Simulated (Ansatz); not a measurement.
Reaction (redistribution): `[NH2][GeH2][Si](N)(O)O` + `[NH2][GeH2][O][SiH](N)F` → `[NH2][GeH2][O][GeH2][NH2]` + `N[SiH](F)[Si](N)(O)O`

Gas-phase electronic energies from Ansatz, PBE0-D4/def2-TZVP geometries. CCSD(T)/CBS is the MP2 limit (def2-TZVPP, def2-QZVPP) plus CCSD(T) − MP2 in def2-TZVPP, frozen cores. Functionals use def2-TZVPP. B3LYP here is the variant with VWN-RPA as its local correlation; programs differ in this. For Ge outer-core shells are correlated without core-valence functions, which leaves a few kJ/mol of doubt a bond. Scalar relativity is left out up to krypton. One conformer a species, not always the lowest.

`[NH2][GeH2][Si](N)(O)O`:

Cartesian coordinates in Å:
```
N -0.783 -1.371 1.917
Ge -1.210 -0.770 0.217
Si 0.566 0.709 -0.375
N 0.843 0.541 -2.046
O 1.889 0.322 0.524
O 0.270 2.281 0.015
H -1.445 -2.032 2.301
H 0.137 -1.789 1.954
H -1.380 -1.920 -0.819
H -2.591 -0.094 0.340
H 1.582 1.052 -2.505
H 0.667 -0.341 -2.499
H 1.925 0.711 1.401
H -0.469 2.702 -0.426
```

`[NH2][GeH2][O][SiH](N)F`:

```xyz
13

N     1.265    1.010    1.392
Ge    1.056    1.347   -0.384
O    -0.509    0.736   -1.031
Si   -1.390   -0.514   -0.524
N    -0.369   -1.841   -0.170
F    -2.131   -0.213    0.860
H     1.226    0.025    1.621
H     0.627    1.510    1.995
H     2.153    0.611   -1.162
H     1.015    2.859   -0.615
H    -2.461   -0.739   -1.517
H     0.231   -2.212   -0.889
H    -0.712   -2.580    0.425
```

`[NH2][GeH2][O][GeH2][NH2]`:

Z-matrix (Å, degrees):
```
Ge
O 1 1.763
N 1 1.843 2 107.1
H 1 1.540 2 110.9 3 115.6
H 1 1.539 2 105.5 3 -122.2
Ge 2 1.788 1 124.4 3 -23.9
H 3 1.010 1 114.5 2 147.9
H 3 1.010 1 115.5 2 -84.8
N 6 1.825 2 114.0 1 -40.5
H 6 1.536 2 107.8 1 79.3
H 6 1.534 2 104.7 1 -159.3
H 9 1.011 6 112.8 2 60.2
H 9 1.010 6 115.5 2 -67.2
```

`N[SiH](F)[Si](N)(O)O`:

```xyz
14

N    -1.708    0.995    1.407
Si   -0.501   -0.209    1.378
F    -1.059   -1.716    1.544
Si    0.563   -0.043   -0.703
N     1.486   -1.359   -1.272
O     1.659    1.185   -0.716
O    -0.735    0.204   -1.689
H    -2.190    1.261    2.250
H    -2.266    1.159    0.584
H     0.354    0.007    2.574
H     1.095   -2.286   -1.315
H     2.479   -1.379   -1.102
H     1.386    2.007   -0.306
H    -0.563    0.173   -2.634
```

| level | ΔE (kJ/mol) | difference from CCSD(T)/CBS |
| --- | --- | --- |
| r2SCAN-D4 | 101.6 | 1.0 |
| PBE0-D4 | 96.8 | -3.8 |
| B3LYP-D4 | 98.5 | -2.1 |
| ωB97M-V | 103.0 | 2.4 |
| B2PLYP | 98.7 | -1.9 |
| PBE0 | 97.1 | -3.5 |
| B3LYP | 98.9 | -1.7 |
| CCSD/def2-TZVPP | 101.4 | 0.8 |
| CCSD(T)/def2-TZVPP | 99.1 | -1.5 |
| HF/def2-QZVPP | 104.3 | 3.7 |
| CCSD(T)/CBS | 100.6 | 0 |

Largest T1 diagnostic among the species: 0.012.

In def2-TZVPP, CCSD(T) changes the Hartree–Fock value by −4.7 kJ/mol (the triples alone add −2.3 kJ/mol) and MP2 by −3.7 kJ/mol. From PBE to PBE0 (25 % exact exchange), in def2-TZVPP and without D4, ΔE moves by +6.0 kJ/mol.
